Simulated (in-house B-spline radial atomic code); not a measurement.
The outermost shell (largest non-relativistic mean radius) with and without relativity; Dirac values are averaged over j. Computed with an all-electron radial atomic-structure program (B-spline basis): non-relativistic Hartree-Fock and Dirac-Hartree-Fock, averages of the configuration (point nuclei without relativity, finite nuclei with it).

```json
{"ion": "N6+", "configuration": "1s1", "outermost shell": "1s", "radius non-relativistic (bohr)": "0.21429", "radius Dirac (bohr)": "0.2141", "radius change (%)": "-0.087018", "level non-relativistic (eV)": "-666.679", "level Dirac (eV)": "-667.11"}
{"ion": "O6+", "configuration": "1s2", "outermost shell": "1s", "radius non-relativistic (bohr)": "0.19676", "radius Dirac (bohr)": "0.19655", "radius change (%)": "-0.10653", "level non-relativistic (eV)": "-739.246", "level Dirac (eV)": "-739.83"}
{"ion": "F6+", "configuration": "[He] 2s1", "outermost shell": "2s", "radius non-relativistic (bohr)": "0.77757", "radius Dirac (bohr)": "0.77655", "radius change (%)": "-0.13099", "level non-relativistic (eV)": "-184.863", "level Dirac (eV)": "-185.08"}
{"ion": "Ne6+", "configuration": "[He] 2s2", "outermost shell": "2s", "radius non-relativistic (bohr)": "0.71178", "radius Dirac (bohr)": "0.71064", "radius change (%)": "-0.15997", "level non-relativistic (eV)": "-203.833", "level Dirac (eV)": "-204.12"}
{"ion": "Mg6+", "configuration": "[He] 2s2 2p2", "outermost shell": "2s", "radius non-relativistic (bohr)": "0.60964", "radius Dirac (bohr)": "0.6082", "radius change (%)": "-0.23562", "level non-relativistic (eV)": "-247.198", "level Dirac (eV)": "-247.74"}
{"ion": "Al6+", "configuration": "[He] 2s2 2p3", "outermost shell": "2s", "radius non-relativistic (bohr)": "0.56867", "radius Dirac (bohr)": "0.56708", "radius change (%)": "-0.27952", "level non-relativistic (eV)": "-270.272", "level Dirac (eV)": "-271"}
{"ion": "Si6+", "configuration": "[He] 2s2 2p4", "outermost shell": "?", "radius non-relativistic (bohr)": "?", "radius Dirac (bohr)": "?", "radius change (%)": "?", "level non-relativistic (eV)": "?", "level Dirac (eV)": "?"}
{"ion": "P6+", "configuration": "[He] 2s2 2p5", "outermost shell": "?", "radius non-relativistic (bohr)": "?", "radius Dirac (bohr)": "?", "radius change (%)": "?", "level non-relativistic (eV)": "?", "level Dirac (eV)": "?"}
{"ion": "S6+", "configuration": "[He] 2s2 2p6", "outermost shell": "?", "radius non-relativistic (bohr)": "?", "radius Dirac (bohr)": "?", "radius change (%)": "?", "level non-relativistic (eV)": "?", "level Dirac (eV)": "?"}
{"ion": "Cl6+", "configuration": "[Ne] 3s1", "outermost shell": "3s", "radius non-relativistic (bohr)": "1.2834", "radius Dirac (bohr)": "1.2792", "radius change (%)": "-0.3298", "level non-relativistic (eV)": "-113.395", "level Dirac (eV)": "-113.75"}
{"ion": "Ar6+", "configuration": "[Ne] 3s2", "outermost shell": "3s", "radius non-relativistic (bohr)": "1.2009", "radius Dirac (bohr)": "1.1965", "radius change (%)": "-0.37024", "level non-relativistic (eV)": "-122.040", "level Dirac (eV)": "-122.47"}
```

(1) Fill in the row of Si6+.

(2) Fill in the row of P6+.

(3) Fill in the row of S6+.

(4) Which member changes most?

## Answers

(1) outermost shell: 2s; radius non-relativistic (bohr): 0.53279; radius Dirac (bohr): 0.53104; radius change (%): -0.32752; level non-relativistic (eV): -294.278; level Dirac (eV): -295.23.

(2) outermost shell: 2s; radius non-relativistic (bohr): 0.50111; radius Dirac (bohr): 0.4992; radius change (%): -0.37963; level non-relativistic (eV): -319.219; level Dirac (eV): -320.44.

(3) outermost shell: 2s; radius non-relativistic (bohr): 0.47294; radius Dirac (bohr): 0.47088; radius change (%): -0.4359; level non-relativistic (eV): -345.099; level Dirac (eV): -346.65.

(4) Sulfur (S6+): its 2s shell contracts by 0.4 %.
